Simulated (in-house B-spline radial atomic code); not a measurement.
Whole-atom quantities along the 61-electron series, configuration 1s2 2s2 2p6 3s2 3p6 3d10 4s2 4p6 4d10 4f5/2(6) 4f7/2(7) 5s2. Breit and QED terms are first order and not part of the total energy; the density at the nucleus is averaged over the nuclear charge. Computed with an all-electron radial atomic-structure program (B-spline basis): Dirac-Hartree-Fock, jj configuration that fills j = l - 1/2 first, finite nuclei.

| ion | Z | E/Z² (Eh) | Σ<r²> (bohr²) | n(0)/Z³ (bohr⁻³) | Lamb diamagnetic shielding (ppm) | repulsion over attraction | Breit energy (eV) | self-energy (eV) | vacuum polarisation (eV) |
| --- | --- | --- | --- | --- | --- | --- | --- | --- | --- |
| Ta12+ | 73 | -2.922 | 13.445 | 3.1046 | 9321.76 | 0.13802 | 436.63 | 361.76 | -64.282 |
| W13+ | 74 | -2.9404 | 12.604 | 3.2272 | 9511.81 | 0.13661 | 457.76 | 381.16 | -68.708 |
| Re14+ | 75 | -2.9588 | 11.851 | 3.3588 | 9703.67 | 0.13519 | 479.64 | 401.43 | -73.412 |
| Os15+ | 76 | -2.977 | 11.174 | 3.4883 | 9897.37 | 0.13376 | 502.28 | 422.59 | -78.398 |
| Ir16+ | 77 | ? | ? | ? | ? | ? | ? | ? | ? |
| Pt17+ | 78 | -3.0132 | 10 | 3.7865 | 10290.9 | 0.13089 | 549.96 | 467.77 | -89.343 |
| Au18+ | 79 | -3.0312 | 9.4881 | 3.9473 | 10491 | 0.12946 | 575.03 | 491.87 | -95.332 |
| Hg19+ | 80 | ? | ? | ? | ? | ? | ? | ? | ? |
| Tl20+ | 81 | -3.067 | 8.5838 | 4.2903 | 10897.9 | 0.1266 | 627.73 | 543.33 | -108.45 |
| Pb21+ | 82 | ? | ? | ? | ? | ? | ? | ? | ? |
| Bi22+ | 83 | -3.1025 | 7.8103 | 4.6701 | 11314.9 | 0.12377 | 684.01 | 599.44 | -123.25 |

(1) Fill in the row of Ir16+.

(2) Fill in the row of Hg19+.

(3) Fill in the row of Pb21+.

(4) With what power of Z does the column «self-energy (eV)» change over this range?

Results:

(1) E/Z² (Eh): -2.9951; Σ<r²> (bohr²): 10.56; n(0)/Z³ (bohr⁻³): 3.6376; Lamb diamagnetic shielding (ppm): 10093.1; repulsion over attraction: 0.13233; Breit energy (eV): 525.72; self-energy (eV): 444.69; vacuum polarisation (eV): -83.711.

(2) E/Z² (Eh): -3.0491; Σ<r²> (bohr²): 9.0176; n(0)/Z³ (bohr⁻³): 4.1116; Lamb diamagnetic shielding (ppm): 10693.2; repulsion over attraction: 0.12803; Breit energy (eV): 600.95; self-energy (eV): 517.05; vacuum polarisation (eV): -101.69.

(3) E/Z² (Eh): -3.0848; Σ<r²> (bohr²): 8.1825; n(0)/Z³ (bohr⁻³): 4.4741; Lamb diamagnetic shielding (ppm): 11105.1; repulsion over attraction: 0.12518; Breit energy (eV): 655.41; self-energy (eV): 570.78; vacuum polarisation (eV): -115.62.

(4) A fit of the logarithm of its size against log Z from Z = 73 to 83 has slope 3.93. One-loop self-energy scales as Z⁴F(Zα), with F falling from low Z to about Z = 90.
